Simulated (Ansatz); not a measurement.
The cluster Mg3Cl4⁺. Charge 1, multiplicity 2. Geometry PBE0-D4/def2-SVP; atoms count from 1.

Cartesian coordinates in Å:
```
Mg -1.027 -1.583 1.738
Mg 0.373 0.580 -0.294
Mg 1.849 2.844 -4.063
Cl -1.774 0.412 0.558
Cl 1.353 2.088 -1.778
Cl 1.186 -1.317 0.758
Cl -1.961 -3.024 3.081
```

Another isomer (doublet) lies 0.31 eV lower at PBE0-D4/def2-TZVP; other spin states weren't run for this one.

Q: Estimate the Mulliken populations from the PBE0/def2-TZVP orbitals of Ansatz.

A: 
| atom | charge (e) | spin (α − β) |
| --- | --- | --- |
| Mg1 | 0.94 | 0.00 |
| Mg2 | 0.99 | 0.02 |
| Mg3 | 0.76 | 0.97 |
| Cl4 | -0.42 | 0.00 |
| Cl5 | -0.46 | 0.01 |
| Cl6 | -0.42 | 0.00 |
| Cl7 | -0.40 | 0.00 |
Mulliken values depend strongly on the basis.

Q: Where does the spin sit?

A: Summed by element: Mg 0.99, Cl 0.01, of 1 unpaired in all. Largest on single atoms: Mg3 0.97, Mg2 0.02, Cl5 0.01.

Q: And the Mayer bond orders between heavy atoms (over 0.3)?

A: Mg1–Cl4 0.39 (2.44 Å); Mg1–Cl6 0.39 (2.43 Å); Mg1–Cl7 1.07 (2.18 Å); Mg2–Cl4 0.61 (2.32 Å); Mg2–Cl5 0.50 (2.33 Å); Mg2–Cl6 0.61 (2.32 Å); Mg3–Cl5 0.41 (2.46 Å).
